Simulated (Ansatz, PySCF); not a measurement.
The pair A = CH4 (SMILES C) (first 5 atoms), B = COS (SMILES O=C=S); geometry from B3LYP-D3(BJ)/def2-TZVP.
(charge 0, multiplicity 1):
```xyz
8

C     -0.0497     0.0269     0.1932
H      0.1477    -1.0024     0.4896
H     -0.9991     0.3523     0.6157
H      0.7513     0.6674     0.5596
H     -0.0960     0.0891    -0.8931
O     -1.4001     0.3664     3.5527
C     -0.3246    -0.0204     3.7221
S      1.1290    -0.5432     3.9516
```

Frozen-core correlation. CBS: X⁻³ extrapolation of the correlation energy, Hartree–Fock from the larger set. MP2 and its Hartree–Fock in aug-cc-pV(T+d)Z are density fitted.

The values were computed with Ansatz (a first-principles code) with Gaussian orbitals; PySCF for the dispersion terms. 

The monomers are drawn apart, rigid, along the line of their centres of mass. Counterpoise-corrected interaction energies (kcal/mol):

```csv
level,R = 5.036 Å,R = 6.452 Å
PBE-D3(BJ)/def2-TZVPPD,-0.2917,-0.0545
wB97M-V/def2-TZVPPD,-0.2250,-0.0473
"MP2/CBS(aug-cc-pV(D+d)Z, aug-cc-pV(T+d)Z) + ΔCCSD(T)/aug-cc-pV(D+d)Z",-0.2278,-0.0484
```

Problem. R is the distance of the centres of mass. Find the local exponent m of E ∝ R⁻ᵐ between the two points.

Solution. 
m = ln(E₁/E₂)/ln(R₂/R₁): PBE-D3(BJ)/def2-TZVPPD 6.8; wB97M-V/def2-TZVPPD 6.3; MP2/CBS(aug-cc-pV(D+d)Z, aug-cc-pV(T+d)Z) + ΔCCSD(T)/aug-cc-pV(D+d)Z 6.3. For scale, two fixed dipoles give m = 3, dipole and quadrupole 4, quadrupoles 5, and dispersion or dipole-induced dipole 6 at long range; at these distances several terms mix, and what is left of overlap and damping shifts m, so it need not match one of them.
